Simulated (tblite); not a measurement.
Compound: CH7B2N.
Z-matrix (Å and degrees, GFN2-xTB geometry), rows numbered from 1:
```
B 
C   1  1.5561
B   2  1.6006  1  106.29
N   3  1.3815  2  119.58  1    94.89
H   1  1.1730  2  120.36  3   -89.64
H   1  1.1716  2  120.69  3    87.74
H   2  1.0898  1  112.51  3   119.06
H   2  1.0890  1  112.22  3  -117.97
H   3  1.1722  2  121.72  1   -85.20
H   4  1.0063  3  124.23  2  -179.98
H   4  1.0071  3  123.17  2    -1.37
```

Computed values, GFN2-xTB/tblite, gas phase, harmonic and unscaled. The method is semi-empirical: single wavenumbers can be off by several per cent or more. Modes of hydrogen on boron can be 10 to 20 % off. One conformer, not necessarily the lowest.

Harmonic wavenumbers (cm⁻¹): 62.3, 208.0, 216.2, 358.7, 527.7, 617.7, 709.5, 780.4, 803.8, 836.1, 862.7, 984.8, 1009.5, 1077.6, 1091.2, 1107.9, 1214.3, 1360.3, 1488.3, 1543.2, 2610.1, 2618.3, 2638.0, 2987.0, 2998.1, 3475.8, 3512.5.

A = 17684, B = 4510, C = 4258 MHz; mass 55.076 u (most abundant isotopes); point group C1, symmetry number 1.

What is the zero-point energy?

½Σν̃ = 18850 cm⁻¹ = 225.50 kJ/mol.

Give the ideal-gas entropy at 273.15 K and 1 bar in the rigid-rotor, harmonic-oscillator model (classical rotation).

Translation 157.03, rotation 100.84, vibration 45.53: S = 303.4 J/(mol K).

And Cp and H(273.15 K) − H(0)?

Cp = 88.67 J/(mol K), of which vibrations give 55.41 (their classical limit is 27 R = 224.5); H(273.15 K) − H(0) = 15.99 kJ/mol without the zero-point energy, 6.90 from vibrations.

How do the functions run with temperature in this model?

| T (K) | S (J/(mol K)) | Cp (J/(mol K)) | H − H(0) (kJ/mol) | G − H(0) (kJ/mol) | ln q(vib) |
| --- | --- | --- | --- | --- | --- |
| 50 | 206.2 | 41.1 | 1.82 | -8.48 | 0.19 |
| 100 | 237.6 | 50.8 | 4.12 | -19.64 | 0.63 |
| 298.15 | 311.4 | 94.9 | 18.28 | -74.57 | 2.72 |
| 373.15 | 334.7 | 112.6 | 26.07 | -98.81 | 3.58 |
| 500 | 371.2 | 137.3 | 41.99 | -143.61 | 5.11 |
| 750 | 433.8 | 170.9 | 80.84 | -244.48 | 8.15 |
| 1000 | 486.2 | 193.2 | 126.52 | -359.65 | 11.05 |

q(vib) and H(0) count from the zero-point level.

Blend soft modes into free rotors: weight 1/[1 + (100 cm⁻¹/ν̃)⁴] for the oscillator and the rest for a rotor with moment μB/(μ + B), μ = h/(8π²ν), B = 10⁻⁴⁴ kg m². What vibrational entropy results?

42.07 J/(mol K) in place of 45.53, which changes −T·S at 273.15 K by +0.94 kJ/mol.

Hindered rotation and anharmonicity are outside this model. Other conformers, if any are populated, would add a mixing term that is left out. The structure is chiral; the term R ln 2 for an equal mix with its mirror image is left out.
